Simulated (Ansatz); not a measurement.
Species, as SMILES: [B]=O (B-O), doublet.
Atoms: B1, O2. Bonds: B1-O2.

Basis-set convergence of the highest harmonic wavenumber at PBE0 with Ansatz (a program for electronic structure). Each level at its own minimum, finite differences of forces, unscaled; the reference is a large set that could be run, not a limit. Cartesian d functions, on some or all atoms, in 6-31+G*; all else is spherical. The program fits the integrals of some runs and decomposes those of others, by size. Open shells are unrestricted. No added dispersion term, no relativity. Reference: the value in aug-pcseg-3, 1950 cm⁻¹. Deviations are taken from unrounded values.

```tsv
basis	functions	highest harmonic wavenumber (cm⁻¹)	minus reference (cm⁻¹)
STO-3G	10	2050	100
3-21G	18	1865	-85
pcseg-0	18	1803	-148
cc-pVDZ	28	1928	-22
def2-SVP	28	1980	30
6-31+G*	38	1945	-6
def2-SVPD	43	1962	12
aug-pcseg-1	46	1942	-8
6-311++G(2d,2p)	54	1953	3
cc-pVTZ	60	1948	-2
pcseg-2	60	1950	0
def2-TZVPP	62	1944	-6
def2-TZVPPD	77	1943	-7
cc-pVQZ	110	1951	1
def2-QZVPP	114	1950	0
pcseg-3	120	1950	0
aug-cc-pVQZ	160	1949	-1
aug-pcseg-3	170	1950	0
```

The smallest set listed that lies within 50 cm⁻¹ of the reference with all its larger relatives (same family, alike in diffuse functions; a set with none counts only in the reference's own line) is cc-pVDZ (28 functions, -22 cm⁻¹ off), level with def2-SVP. Inside, with no larger relative to test it: aug-cc-pVQZ. (Relatives not listed, tested too: 6-311+G** -3, def2-TZVP -6, def2-TZVPD -7, 6-311++G(3df,3pd) 3, aug-pcseg-2 -1, def2-QZVP 0, def2-QZVPPD -1 cm⁻¹.)
